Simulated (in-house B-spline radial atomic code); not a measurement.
**Ionising Cs with different functionals**

Computed with a B-spline radial code for spherical atoms: scalar-relativistic (spin-free X2C) Hamiltonian, Fermi nucleus of rms radius 4.8041 fm, spin-polarised at highest spin, spherical fractional occupations for the functionals, and exact exchange of hybrids averaged over the configuration. The ionisation energy is the difference of two self-consistent energies, [Xe] 6s1 → [Kr] 4d10 5s2 5p6, without Breit or QED terms; ε is the level of the shell that loses the electron (its least bound occupied spin orbital). There is no spin-orbit coupling in this Hamiltonian.

```tsv
method	rung	ΔSCF (eV)	-ε(6s) (eV)
PBE0	global hybrid	3.89	2.66
B3LYP	global hybrid	4.01	2.59
TPSSh	global hybrid	?	?
BHandHLYP	global hybrid	3.83	2.93
HSE06	range-separated hybrid	3.91	2.37
wB97X	range-separated hybrid	3.59	3.62
CAM-B3LYP	range-separated hybrid	3.92	3.27
LC-wPBE	range-separated hybrid	?	?
```

What does LC-wPBE give?

ΔSCF 3.71 eV, and -ε(6s) = 3.82 eV.

What does TPSSh give?

ΔSCF 3.75 eV, and -ε(6s) = 2.34 eV.

Among the functionals, which spreads more, the ΔSCF values or the orbital energies?

The orbital energies: ΔSCF values span about 0.42 eV and the orbital energies 1.48 eV.

How do they compare with the NIST value?

NIST lists 3.894 eV (measured, ground level to ground level). Errors run from -0.30 to +0.12 eV; PBE0 is closest (-0.00 eV), but part of that can be cancellation, since the calculations leave out Breit-QED terms.
